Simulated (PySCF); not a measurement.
Ga(H)(SH)2, SMILES [SH][GaH][SH], singlet, B3LYP/def2-SVP optimised geometry.

```
6

Ga    -0.18     0.00     0.00
H      1.38     0.00     0.00
S     -1.38     1.86     0.00
H     -0.30     2.68     0.00
S     -1.38    -1.86     0.00
H     -0.30    -2.68     0.00
```

Density from B3LYP/def2-TZVP run with PySCF at that geometry.

Minimum of the electron density along straight lines between bonded atoms, close to the bond critical point (lines longer than 1.1 times the sum of covalent radii, or with two minima, are not listed):

| bond | length / Å | ρ at the minimum / e bohr⁻³ | ∇²ρ there / e bohr⁻⁵ | position (fraction from the first atom) |
|---|---|---|---|---|
| Ga1–H2 | 1.562 | [?] | [?] | 0.60 |
| Ga1–S3 | 2.219 | 0.093 | 0.15 | 0.44 |
| S3–H4 | 1.354 | 0.209 | -0.58 | 0.64 |
| Ga1–S5 | 2.219 | 0.093 | 0.15 | 0.44 |
| S5–H6 | 1.354 | 0.209 | -0.58 | 0.64 |

Question: What belongs in the gaps?

Answer: 
- Ga1–H2, ρ at the minimum / e bohr⁻³: 0.116
- Ga1–H2, ∇²ρ there / e bohr⁻⁵: 0.13
